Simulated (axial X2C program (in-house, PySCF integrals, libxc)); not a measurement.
# Potential curves of SrSi⁺, with spin–orbit coupling

Computed with an in-house all-electron X2C program for linear molecules (integrals from PySCF). Two-component (2c) means X2C with spin–orbit coupling and atomic mean-field two-electron Coulomb and Gaunt terms. Basis: Sr dyall-cv3z [13s12p8d5f1g], Si dyall-v3z [8s7p2d1f] (cores contracted in-house); Gaussian nuclei, density fitting, unrestricted open shells. Masses: Sr 87.906 u, Si 27.977 u.

State: Ω = 3/2 (⟨Sz⟩ = 1.50, ⟨Lz⟩ = 0.00 at HF). Energies in kJ/mol from the fragments at the same level (Sr+ + Si). Fits are polynomials in 1 − R0/R over 0.85 to 1.23 times the lowest point R0.

```
 R (Å)     CCSD
2.5462   -93.43
2.6301  -109.46
2.7141  -118.40
2.7980  -121.73
2.8959  -120.17
2.9939  -114.29
3.1198  -102.49
```

Correlated methods: 13 electrons correlated (number of frozen shells: Sr 3 s, 2 p, 1 d; Si 2 s, 1 p), 235 virtual spin orbitals or spinors in MP2, 90 natural virtuals in coupled cluster.

The state is a single determinant with fixed occupations, the lowest that a limited PBE0 search found. De is counted from the lowest determinant-based energies of the atoms at the same level, without counterpoise correction. CCSD ran in a truncated set of natural virtual spinors with an MP2 remainder; without triples it tends to underbind. In 2c an atomic determinant is not the ground J level, so De misses part of the atomic spin–orbit lowering. This holds for CCSD. Other states lie close and PBE0, whose exact exchange favours high spin, may order them wrongly; the determinant shown need not be the ground state. The nearest other 2c determinant of the search, Ω = 1/2, lies 0.51 eV up at the distance of the search. With several unpaired electrons one determinant need not be a pure state. This is the top spin component of a Σ state; components of lower Ω are not single determinants and can lie lower. Coupled cluster ran on the points near the minimum only. MP2 and coupled cluster on one determinant become unreliable at the stretched end.

(1) What are Re, ωe and De at the CCSD level?

## Answers

(1) At CCSD, 2c: Re = 2.817 Å, ωe ≈ 278 cm⁻¹, De = 1.26 eV to Sr+ + Si; Be follows as 0.1 cm⁻¹.
